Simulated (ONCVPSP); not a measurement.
**V: one change to an ONCV potential, before and after**

ONCVPSP 4.0.1 input, shortened (lines: element, Z, core and valence counts, functional; n l f; lmax; l rc ep ncon nbas qcut; lloc lpopt rc5 dvloc0; l nproj debl; icmod fcfact rcfact), PBE, fully relativistic:

```
  V 23.00    3    4        4      upf
    1    0    2.00
    2    0    2.00
    2    1    6.00
    3    0    2.00
    3    1    6.00
    3    2    4.00
    4    0    1.00
    3
    0    1.60    0.00    4    7    9.00
    1    1.25    0.00    5    9   11.70
    2    1.10    0.00    3    6    9.40
    3    1.40    0.27    4    8    8.40
    4    4    1.05   -1.00
    0    2    1.50
    1    2    2.10
    2    2    3.60
    3    3    3.60
    0    0.00    0.00
```

Open shells are filled in proportion to 2j + 1.

Change: d: nproj 0; local potential the d channel.

Cutoffs: the cutoffs (Ha) at which the residual kinetic energy of the hardest occupied pseudo-wave falls to 1 and 0.1 mHa per electron; they do not see the model core or the augmentation charge, which bear on the density cutoff. Errors are all-electron minus pseudo energies relative to the spin-unpolarised reference configuration.

Problem. Predict the effect on cutoff, ghosts and configuration errors.

Solution. The potential gets neither clearly harder nor softer (64 Ha and 149 Ha → 64 Ha and 149 Ha); the number of tests with a reliable result goes from 3 to 2; the range in which the d5/2 phases agree narrows (upper end at the end of the scan → 3.2); the range in which the d3/2 phases agree narrows (upper end at the end of the scan → 3.1); neither file shows a bound ghost.

```tsv
quantity	base	changed
cutoff, loose	64 Ha	64 Ha
cutoff, tight	149 Ha	149 Ha
bound ghosts	none	none
GHOST(+) flags under 300 eV	none	none
tests with a reliable result	3 of 4	2 of 4
error for 3s2 3p6 3d3 4s1, meV [ΔE 7.15 eV]	-3.3	-3.3
error for 3s2 3p6 3d4 4s0, meV [ΔE 6.61 eV]	+1.3	+1.4
s: phases at 1.63 bohr within 0.05 rad from the reference energy up to (Ha; the scan ends near 5)	to the end of the scan	to the end of the scan
p3/2: phases at 1.27 bohr within 0.05 rad from the reference energy up to (Ha; the scan ends near 5)	to the end of the scan	4.7
p1/2: phases at 1.27 bohr within 0.05 rad from the reference energy up to (Ha; the scan ends near 5)	to the end of the scan	4.6
d5/2: phases at 1.12 bohr within 0.05 rad from the reference energy up to (Ha; the scan ends near 5)	to the end of the scan	3.2
d3/2: phases at 1.12 bohr within 0.05 rad from the reference energy up to (Ha; the scan ends near 5)	to the end of the scan	3.1
f7/2: phases at 1.43 bohr within 0.05 rad from the reference energy up to (Ha; the scan ends near 5)	to the end of the scan	to the end of the scan
f5/2: phases at 1.43 bohr within 0.05 rad from the reference energy up to (Ha; the scan ends near 5)	to the end of the scan	to the end of the scan
```
